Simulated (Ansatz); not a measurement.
Reactions of `C[N](C)[Al]([Cl])[Cl]`.

Computed with Ansatz on PBE0-D4/def2-TZVP structures; ΔE is electronic, products minus reactants. CBS: MP2 limit from def2 TZ/QZ plus the TZ coupled-cluster correction, frozen cores. This one scheme is used for every species, atoms too. For atomizations the MP2-based limit and the directly extrapolated one differ by several kJ/mol either way, and by 10 to 25 for some Ge, Se and Sn compounds, so smaller differences from it don't rank the levels. Open shells (•) are unrestricted, without spin–orbit coupling. Spin–orbit coupling would lower the free atoms: a little for Al, C, Cl. Bonds to Se are less sure, by a few kJ/mol each and by 10 to 20 or more in all where they break to atoms, as the def2 sets lack core-valence functions. Scalar relativity is left out up to krypton. Each species was taken in one conformer, which may not be the lowest.

(1) Order these by ΔE at CCSD(T)/CBS, lowest first. (An estimate is asked.)
A. `C[N](C)[Al]([Cl])[Cl]` + `OC(S)=[Se]` → `COC(S)=[Se]` + `C[NH][Al]([Cl])[Cl]`
B. `C[N](C)[Al]([Cl])[Cl]` + H₂ → `C[N](C)[AlH][Cl]` + HCl
C. `C[N](C)[Al]([Cl])[Cl]` → `[Cl][Al][Cl]`• + `C[N]C`•
D. `C[N](C)[Al]([Cl])[Cl]` → Al• + 2 C• + 2 Cl• + 6 H• + N•
E. `C[N](C)[Al]([Cl])[Cl]` + `O[SiH3]` → `[SiH3][O][Al]([Cl])[Cl]` + `CNC`
F. `C[N](C)[Al]([Cl])[Cl]` + CH₃SH → `C[S][Al]([Cl])[Cl]` + `CNC`
G. `C[N](C)[Al]([Cl])[Cl]` + `O[SiH2]CS` → `CSC[SiH2]O` + `C[NH][Al]([Cl])[Cl]`
H. `C[N](C)[Al]([Cl])[Cl]` → `[CH2]` (triplet) + `C[NH][Al]([Cl])[Cl]`

Largest T1 diagnostic: 0.018, for Al•.

## Answers

(1) E (-62.1 kJ/mol), G (-23.7 kJ/mol), F (-13.2 kJ/mol), A (+10.2 kJ/mol), B (+141.1 kJ/mol), H (+407.4 kJ/mol), C (+415.7 kJ/mol), D (+4434.8 kJ/mol).
